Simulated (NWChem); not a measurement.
C₄H₉S, doublet; SMILES C[CH]SCC

```xyz
14

C      0.0383     2.7549     0.0312
C     -0.5293     1.3816    -0.0137
S      0.5405     0.0270    -0.0142
C     -0.6312    -1.3613     0.0411
C      0.1159    -2.6806    -0.0021
H      0.3609     3.1234    -0.9633
H     -0.7079     3.4712     0.4097
H      0.9184     2.8071     0.6927
H     -1.5551     1.2137    -0.3580
H     -1.2287    -1.2710     0.9618
H     -1.3167    -1.2682    -0.8168
H     -0.5924    -3.5222     0.0322
H      0.8011    -2.7802     0.8535
H      0.7098    -2.7735    -0.9241
```
Atoms are numbered in this order, from 1.

All runs: NWChem. Pople sets run with spherical d functions. Spin-unrestricted. Coordinates come from a PBE0/def2-SVP, spin-unrestricted optimisation. No frequency run checked for a minimum. No stability test was run on the SCF state. Total energies compare along this basis series because the functional is fixed.

| level | basis functions | energy (Ha) | highest occupied level (eV) | lowest empty minus highest occupied level, either spin (eV) | dipole (D) |
|---|---|---|---|---|---|
| PBE/STO-3G | 38 | -549.2786 | -0.13 | 1.91 | 1.06 |
| PBE/3-21G | 67 | -552.7356 | -3.07 | 1.53 | 1.46 |
| PBE/6-31G* | 92 | -555.5561 | -3.15 | 1.54 | 1.39 |
| PBE/6-31+G* | 112 | -555.5649 | -3.43 | 1.42 | 1.39 |
| PBE/6-311G** | 152 | -555.6342 | -3.40 | 1.46 | 1.35 |
| PBE/6-311++G** | 181 | -555.6372 | ___ | 1.39 | 1.34 |

Problem. Fill in the missing entries.

Solution. 
- PBE/6-311++G**, highest occupied level (eV): -3.48
